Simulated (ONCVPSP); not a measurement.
What one change does to a pseudopotential (As, ONCV)

- Element: arsenic
- Generator: ONCVPSP 4.0.1
- Type: optimised norm-conserving Vanderbilt (ONCV)
- Functional: PBE
- Relativity: scalar-relativistic
- Frozen core: [Ar]
- Valence charge: 15
- Reference configuration: 3d10 4s1.75 4p3.25
- Partial waves: 4s: rc 1.75 bohr, ncon 4, nbas 9, qcut 3.3 1/bohr, 3 projectors, debl 3.3 Ha; 4p: rc 1.75 bohr, ncon 4, nbas 7, qcut 5.6 1/bohr, 1 projector; 3d: rc 0.70 bohr, ncon 5, nbas 10, qcut 25.3 1/bohr, 3 projectors, debl 2.8 Ha
- Local potential: polynomial inside 0.70 bohr (lpopt 2, dvloc0 3 Ha)
- Core correction: Teter function, fcfact 2.75, rcfact 1.25

Change: core correction Teter function, fcfact 2.75, rcfact 1.6.

Cutoffs: the cutoffs (Ha) at which the residual kinetic energy of the hardest occupied pseudo-wave falls to 1 and 0.1 mHa per electron; they do not see the model core or the augmentation charge, which bear on the density cutoff. Errors are all-electron minus pseudo energies relative to the spin-unpolarised reference configuration.

Question: How do hardness, ghosts and transferability respond?

Answer: The potential gets neither clearly harder nor softer (233 Ha and 264 Ha → 233 Ha and 264 Ha); of the 4 tests that both files solve, the error grows in 1 and shrinks in 1 by more than 15 % and 0.3 meV (median size 1.6 → 0.6 meV); neither file shows a bound ghost. A model core, the more so a compact one, raises the density cutoff, which this test does not measure.

| quantity | base | changed |
| --- | --- | --- |
| cutoff, loose | 233 Ha | 233 Ha |
| cutoff, tight | 264 Ha | 264 Ha |
| bound ghosts | none | none |
| GHOST(+) flags under 300 eV | p at 36.7 eV, s at 210.0 eV | p at 36.7 eV, s at 210.0 eV |
| error for 3d10 4s2 4p3, meV [ΔE -2.33 eV] | -0.2 | -0.3 |
| error for 3d10 4s2 4p2, meV [ΔE 6.82 eV] | -0.8 | -0.9 |
| error for 3d10 4s2 4p1, meV [ΔE 24.74 eV] | +2.4 | +0.1 |
| error for 3d10 4s1 4p4, meV [ΔE 7.09 eV] | -4.3 | -5.0 |
| s: phases at 1.77 bohr within 0.05 rad from the reference energy up to (Ha; the scan ends near 5) | to the end of the scan | to the end of the scan |
| p: phases at 1.77 bohr within 0.05 rad from the reference energy up to (Ha; the scan ends near 5) | 0.9 | 0.9 |
| d: phases at 0.71 bohr within 0.05 rad from the reference energy up to (Ha; the scan ends near 5) | to the end of the scan | to the end of the scan |
| rms error of d²Exc/dni dnj with the model core, mHa | 4.16 | 2.37 |
